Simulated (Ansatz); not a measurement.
System: C4H9O, net charge 0, doublet state. It need not be the lowest isomer of its formula. 
Structure (B3LYP-D3(BJ)/def2-TZVP (Ansatz, a quantum-chemistry and plane-wave program) minimum search):
```xyz
14

C     -1.6029    -0.8538    -0.3948
C     -0.4979     0.0205     0.1996
C     -0.5106     1.4306    -0.4224
C      0.8255    -0.6420     0.0484
O      1.8536    -0.0455     0.7368
H     -2.5783    -0.3804    -0.2719
H     -1.6348    -1.8336     0.0840
H     -1.4422    -1.0062    -1.4656
H     -0.6839     0.1362     1.2745
H     -0.3686     1.3735    -1.5047
H      0.2877     2.0445    -0.0055
H     -1.4642     1.9288    -0.2315
H      1.0862    -1.1519    -0.8760
H      2.6849    -0.4787     0.5181
```
Charge 0, spin multiplicity 2.

Basis-set convergence of Hartree-Fock and CCSD(T) correlation energies (hartree) with Ansatz. Cores are frozen in the correlated levels unless marked. Open shells are spin-unrestricted. Spin-orbit coupling is left out. No relativistic terms.

```tsv
basis	functions	E(HF)	E(corr, CCSD(T))
cc-pVDZ	115	-231.54430	-0.82272
cc-pVTZ	276	-231.61370	-1.00184
cc-pVQZ	545	-231.63004	-1.05680
```

Extrapolating the two largest sets (X = 3 and 4) as X^-3: E(corr) = (64·(-1.05680) - 27·(-1.00184))/37 = -1.0969 Eh, an estimate of the basis-set limit. The largest set recovers 96.3 % of it, the smallest 75.0 %.
